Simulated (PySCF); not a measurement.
# Computed properties of Pb(F)(SH) (FHPbS), SMILES [F][Pb][SH]

Pb(F)(SH) (FHPbS), SMILES [F][Pb][SH] (connectivity only; charge and spin as stated), neutral, multiplicity 1. Geometry optimised at B3LYP-D3(BJ)/def2-TZVP. The def2 effective core potentials stand for the cores of Pb; spin–orbit coupling is left out. Other conformers were not sampled. All values are computed for the isolated molecule unless a solvent is named; none is compared with measurement here.

**Structure.** The optimised structure has Cs symmetry. All 6 harmonic modes at B3LYP-D3(BJ)/def2-TZVP (PySCF) are real, so it is a minimum. With heavy atoms numbered as in [Pb:1]([F:2])[SH:3], the shortest bond between them is Pb1–F2 at 2.064 Å and the longest Pb1–S3 at 2.542 Å.

**Vibrations.** The strongest infrared lines (harmonic, unscaled, degenerate partners summed) lie at 513 cm⁻¹ (99 km/mol, F 91 %, Pb 8 %), 297 cm⁻¹ (42 km/mol, S 81 %, Pb 15 %), 608 cm⁻¹ (13 km/mol, H 93 %). The softest mode is at 121 cm⁻¹ and the zero-point energy is 6.4 kcal/mol.

**Electronic structure.** CAM-B3LYP/def2-TZVPD (PySCF) places the frontier levels at -8.76 and -1.94 eV, a gap of 6.82 eV, and gives a dipole moment of 4.90 D and a mean polarisability of 66.9 bohr³.

**Excitations.** TDDFT-ωB97X/def2-SVPD (PySCF) has S1 at 3.76 eV (330 nm, f = 0.016, weak); the most intense of the 10 singlets computed lies at 6.86 eV (f = 0.82). T1 (TDA) is at 3.32 eV. No vertical singlet excitation falls in the visible range (under 3.1 eV).
